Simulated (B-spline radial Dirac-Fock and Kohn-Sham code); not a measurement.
# Photoionisation of germanium ions at Ag Lα (2984.4 eV)

Method: the independent-particle Dirac-Slater model, thresholds from Dirac-Fock. Computed with a radial B-spline solver. Cross sections in kb; a dash marks an empty subshell or a threshold above the photon energy.

```
 ion      configuration  total    2s  3p1/2  3p3/2  3d3/2     4s
  Ge  [Ar] 3d10 4s2 4p2  118.3  27.3   3.02   5.67  0.640  0.391
Ge²⁺      [Ar] 3d10 4s2  118.3  27.3   3.02   5.68  0.645  0.476
Ge⁶⁺           [Ar] 3d8  118.6  27.3   3.19   6.03  0.611      –
```
